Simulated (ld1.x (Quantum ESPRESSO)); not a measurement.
# ruthenium, PAW: configuration errors across variants

ld1.x (Quantum ESPRESSO) 7.5 input, shortened:

```
&input
   title='Ru', zed=44., rel=2, dft='PBE', iswitch=3,
   config='[Kr] 4d7 5s0.75 5p0.25', rel_dist='average'
 /
 &inputp
   pseudotype=3, lpaw=.true., tm=.true., lloc=-2, rcloc=3.30,
   nlcc=.false.,
   which_augfun='PSQ', rmatch_augfun_nc=.true.
 /
6
5S  1  0   0.75   0.00  2.60  2.95  0.0
5S  1  0   0.00   1.00  2.60  2.95  0.0
5P  2  1   0.25   0.00  3.95  4.25  0.0
5P  2  1   0.00   4.65  3.95  4.25  0.0
4D  3  2   7.00   0.00  1.65  1.85  0.0
4D  3  2   0.00   0.15  1.65  1.85  0.0
 &test
   configts(1)='4d7 5s0.75 5p0.25'
 /
```

Open shells are filled in proportion to 2j + 1 (rel_dist='average').

All-electron excitation energies from the reference (eV): (1) 4d7 5s1 5p0 -0.837; (2) 4d7 5s0 5p0 6.456; (3) 4d6 5s0 5p0 24.642; (4) 4d4 5s0 5p0 99.769; (5) 4d7 5s0 5p1 2.621; (6) 4d5 5s0 5p0 55.262; (7) 4d6 5s1 5p1 4.812.

4 further variants failed, have other tests or too few solved ones, and are left out.

Errors AE − PS in meV (a dash: test not solved or not reliable):

```tsv
change	(1)	(2)	(3)	(4)	(5)	(6)	(7)	bound ghosts
base	0.0	+1.0	-85	-1423	+1.0	-479	-37	not determined
local potential all-electron potential smoothed inside 2.60 bohr (lloc = -2)	+0.1	+4.4	-89	-1425	+1.8	-496	-44	not determined
waves 5p (bound): rcut 3.24, rcutus 3.44 bohr; 5p channel at 4.65 Ry: rcut 3.24, rcutus 3.44 bohr	0.0	+1.2	-85	-1422	+0.2	-479	-43	not determined
local potential all-electron potential smoothed inside 4.64 bohr (lloc = -2)	0.0	-1.6	-88	-1665	+0.1	-551	-55	not determined
```

Question: Give the same row for: wave 5p channel at 4.65 Ry: rcut 3.95, rcutus 4.25 bohr becomes 5p channel at 0.07 Ry: rcut 3.95, rcutus 4.25 bohr.

Answer: 0.0, +1.0, -85, -1423, +0.3, -479, -44; bound ghosts: not determined.
